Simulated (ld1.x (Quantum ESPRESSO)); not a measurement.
**silver (Ag): TM pseudisation with PBE, scalar-relativistic reference atom.**

```json
{
  "Element": "silver (Ag)",
  "Generator": "ld1.x (Quantum ESPRESSO) 7.5",
  "Type": "norm-conserving Troullier–Martins (Kleinman–Bylander form)",
  "Functional": "PBE",
  "Relativity": "scalar-relativistic",
  "Frozen core": "[Ar] 3d10",
  "Valence charge": "19",
  "Reference configuration": "4s2 4p6 4d10 5s1 5p0",
  "Partial waves": "4s (bound): rc 1.00 bohr; 4p (bound): rc 1.50 bohr; 4d (bound): rc 1.30 bohr",
  "Local potential": "the d channel",
  "Core correction": "none"
}
```

Occupied shells without a wave of their own: 5s. They enter only through the test configuration that unscreens the potential.

All-electron outer shells of the reference configuration (PBE, scalar-relativistic, ld1.x):

```
shell  level (eV)  outermost node (bohr)  outermost maximum (bohr)
   3p     -557.49                   0.15                      0.32
   3d     -358.48                      –                      0.27
   4s      -95.05                   0.44                      0.82
   4p      -58.57                   0.44                      0.87
   4d       -7.44                   0.43                      1.04
   5s       -4.40                   1.11                      2.49
   5p       -0.74                   1.25                      3.86
```

Task: Estimate the cutoffs (Ry, on a coarse ladder) from which the occupation-weighted sum of valence levels, in a spherical-Bessel basis at the reference potential, stays within 10 and 1 mRy of its value at 400 Ry.

Result: 140 Ry and 260 Ry.

Task: What does a ghost test show?

Result: No extra level below or beside the all-electron valence levels (s, p, d, f tested).

Task: Which valence shell sets the plane-wave cutoff?

Result: 4s: its level needs 230 Ry to come within 1 mRy, against 140 Ry for 5s.

Task: Tests: 4s2 4p6 4d10 5s0 5p0; 4s2 4p6 4d9 5s0 5p0; 4s2 4p6 4d8 5s0 5p0; 4s2 4p6 4d10 5s0.5 5p0; 4s2 4p6 4d9 5s1 5p1; 4s2 4p6 4d10 5s0 5p1; 4s2 4p6 4d9 5s2 5p0. Which has the largest error in its energy relative to the reference configuration, and how large is it?

Result: 4s2 4p6 4d8 5s0 5p0, with -78 meV (all-electron minus pseudo) on +66.06 eV.
